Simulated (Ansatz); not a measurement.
Frontier orbitals of `C=[C](C)[AlH2]`.

Charge 0, multiplicity 1. The structure was optimised at the PBE0-D4/def2-TZVP level. Basis def2-TZVPP, Ansatz 0.2.0.

Orbital energies of one run (eV). Highest occupied ones, from the top: -8.53, -9.03, -9.59, -11.63, -12.24, -13.05, -13.36, -14.63, -16.83, -21.41, -24.38, -78.21, -78.22, -78.39. Empty: -0.74, 1.46, 1.52, 2.10, 2.48, 2.94.

(1) Which functional gave them?
A. B97M-V
B. HSE06 (plane-wave form)
C. BHLYP
D. revPBE

Results:

(1) C. HOMO energies: BHLYP -8.53, B97M-V -6.80, HSE06 -7.25, revPBE -6.50 eV.
